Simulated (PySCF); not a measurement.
A side-by-side comparison of computed properties.

First species: C5H12FNSi2.
SMILES: `[SiH3]N([SiH2]F)/C=C\C(=C)C`

Second species: C₅H₁₂FNSi₂.
SMILES: `C=C[Si@@H](N[SiH3])C1(F)CC1`

Levels: PBE0/pcSseg-1 for dipole moment, HOMO energy, LUMO energy and HOMO–LUMO gap; GFN2-xTB for rotational constant A and rotational constant C. Geometries: GFN2-xTB. Each species is one conformer at its optimised geometry, gas phase, non-relativistic unless stated. Electronic properties by PySCF.

The conformers computed, where there is a choice (atom-mapped SMILES and torsion angles):
- `[CH2:1]=[C:2]([CH3:3])/[CH:4]=[CH:5]\[N:6]([SiH3:7])[SiH2:8][F:9]`: C1–C2–C4–C5 120°, C4–C5–N6–Si7 141°, C5–N6–Si8–F9 -152°
- `[CH2:1]=[CH:2][Si@@H:3]([NH:4][SiH3:5])[C:6]1([F:7])[CH2:8][CH2:9]1`: C1–C2–Si3–N4 -11°, C2–Si3–N4–Si5 151°, C2–Si3–C6–F7 168°

Task: Which of the two has the higher dipole moment, and by how much?

Result: The second: 2.35 D against 1.70 D, a difference of 0.65 D.

Task: Which has the higher HOMO energy?

Result: The first: -6.58 eV against -7.35 eV, a difference of 0.77 eV.

Task: Which of the two has the higher rotational constant C, and by how much?

Result: The second: 0.677 GHz against 0.657 GHz, a difference of 0.020 GHz.

Task: Which of the two has the higher HOMO–LUMO gap, and by how much?

Result: The second: 6.77 eV against 6.00 eV, a difference of 0.77 eV.

Task: Which of the two has the higher rotational constant A, and by how much?

Result: The first: 1.614 GHz against 1.190 GHz, a difference of 0.424 GHz.

On the first: In atomic units the dipole is 0.67 e·bohr (1 au = 2.5417 D).

On the second: In atomic units the dipole is 0.92 e·bohr (1 au = 2.5417 D).
